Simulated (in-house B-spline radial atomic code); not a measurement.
Results of a calculation; reference values are marked as such.
## Correlation energy from the adiabatic connection: −Z/r, Z = 2.7

Two electrons in a singlet, external potential −Z/r, Z = 2.7 (atomic units). Full CI in B-splines (partial waves to l = 8, correlation up to 0.6 % small) with the density held fixed gives W(λ) = <V_ee>_λ − U, and E_c is the integral of W(λ) − W(0) from 0 to 1.

| λ | W(λ) − W(0) (hartree) |
| --- | --- |
| 0 | 0.00000 |
| 0.02 | -0.00189 |
| 0.05 | -0.00472 |
| 0.12 | -0.01119 |
| 0.25 | -0.02286 |
| 0.4 | -0.03576 |
| 0.6 | -0.05210 |
| 0.8 | -0.06751 |
| 1 | -0.08207 |

Q: Integrate the table by the trapezoid rule.

A: The strips give -0.00002, -0.00010, -0.00056, -0.00221, -0.00440, -0.00879, -0.01196, -0.01496, which sum to -0.04299 hartree. The direct value, W(1) − W(0) + T_c with T_c = 0.03902, is -0.04305; the curve is convex, so chords lie above it and the trapezoids fall short in size by 0.13 %.

Q: Now use only three numbers: W(0) = -1.4632, the initial slope W'(0) = -0.09505 (extrapolated from the first points) and the strong-coupling limit of the point-charge-plus-continuum model, W∞ = -2.0835. What do second-order theory and the interpolation W(λ) = W∞ + (W(0) − W∞)/√(1 + 2χλ) of Seidl, Perdew and Levy give?

A: Second order keeps the slope alone: E_c = W'(0)/2 = -0.04752, +10 % in size against -0.04305. Matching the slope fixes χ = W'(0)/(W∞ − W(0)) = -0.09505/(-0.62030) = 0.15323. Integrating, with s = √(1 + 2χ) = 1.143007, E_c = −(W(0) − W∞)(s − 1)/(s + 1) = −0.62030 × 0.143007/2.143007 = -0.04139 hartree, -3.8 % in size against the full result. At λ = 1 the formula gives W − W(0) = -0.07761 against -0.08207. Part of the miss can come from the model's W∞.
